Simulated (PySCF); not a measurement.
## Ge²⁺: ionisation energy

Ge²⁺ [Ar] 3d10 4s2 (1S) → Ge³⁺ [Ar] 3d10 4s1 (2S), as a difference of total energies. Calculation: PySCF 2.14, in def2-QZVPPD (12s7p5d4f1g, 95 functions); no relativity, point nucleus. Correlated levels: valence and next inner shell: [Ne] frozen. The calculations carry no spin-orbit coupling.

```
                                method  ionisation energy (eV)  difference from reference (eV)
                                   UHF                  31.719                          -2.339
    MP2 (valence and next inner shell)                  33.388                          -0.670
SCS-MP2 (valence and next inner shell)                  33.391                          -0.667
   CCSD (valence and next inner shell)                  33.363                          -0.695
CCSD(T) (valence and next inner shell)                  33.460                          -0.598
```

Reference: 34.058 eV (measured; NIST Atomic Spectra Database, ionization energies).

These non-relativistic numbers lack the scalar-relativistic shift.

Errors of the correlated levels include the incompleteness of this basis and the frozen core.
